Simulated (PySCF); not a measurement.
Compound: C5H9FSi2.
Numbering: `[CH:1]#[C:2][Si@@H:3]1[CH2:4][SiH2:5][C@H:6]([F:7])[CH2:8]1`

Cartesian coordinates in Å at the GFN2-xTB level; atoms count from 1:
```xyz
17
C5H9FSi2 angstrom
C      3.0176   -0.7945   -1.9267
C      2.1751   -0.7856   -1.0691
Si     0.8852   -0.7509    0.2578
C     -0.8369   -1.2686   -0.3989
Si    -2.0219    0.1838   -0.0542
C     -0.9113    1.1756    1.1682
F     -1.2884    2.5188    1.2147
C      0.5494    1.0582    0.7560
H      3.7535   -0.8001   -2.6792
H      1.3261   -1.5799    1.3898
H     -1.1788   -2.1752    0.0956
H     -0.8038   -1.5041   -1.4600
H     -2.2794    0.9996   -1.2410
H     -3.2725   -0.2129    0.5976
H     -1.0392    0.8190    2.1984
H      1.2080    1.4200    1.5461
H      0.7104    1.7088   -0.1061
```

NICS is the negative of the GIAO shielding at a point without a nucleus: at the ring centre (0) and 1 Å above and below it (1); zz is the component along the ring normal. Level: GIAO PBE0/pcSseg-1 (PySCF, non-relativistic, gas phase) on the GFN2-xTB geometry, one conformer.

Ring bond lengths (Å), with Mayer bond orders in brackets: Si3–C4 1.914 (0.89), C4–Si5 1.906 (0.90), Si5–C6 1.927 (0.87), C6–C8 1.522 (1.02), C8–Si3 1.906 (0.91).

**Question.** Give the NICS values of each ring in ppm.

**Answer.** 
| ring | type | NICS(0) | NICS(1), two faces | NICS(1)zz, two faces | rms pucker (Å) | centre to ring atoms, mean (Å) |
| --- | --- | --- | --- | --- | --- | --- |
| Si3–C4–Si5–C6–C8 | 5-membered ring with 2 Si; formal bonds all single | -4.3 | -4.5 / -2.2 | -1.8 / 2.3 | 0.19 | 1.54 |

**Question.** What do they say, and how far can they be read as aromaticity?

**Answer.** 
- Si3–C4–Si5–C6–C8: mean NICS(1)zz 0.3 ppm, near zero. Si3, C4, Si5, C6, C8 have four or more neighbours, so the value isn't read as a sign of a π ring current. The two faces differ by 4.1 ppm, so no symmetry operation interchanges them.

**Question.** What is the mean of the two in-plane components of NICS at the first NICS(1) probe listed for ring Si3–C4–Si5–C6–C8, 1 Å off the ring?

**Answer.** The isotropic value is a third of the trace: (3 × -4.5 − (-1.8))/2 = -5.8 ppm.

**Question.** Give the inner angles of the rings and the Hirshfeld charges of the ring atoms.

**Answer.** 
- Si3–C4–Si5–C6–C8: Si3 100.8° (+0.393 e), C4 106.9° (-0.249 e), Si5 98.5° (+0.341 e), C6 110.0° (-0.027 e), C8 108.2° (-0.172 e); sum 524.5° against 540° for a flat convex ring.
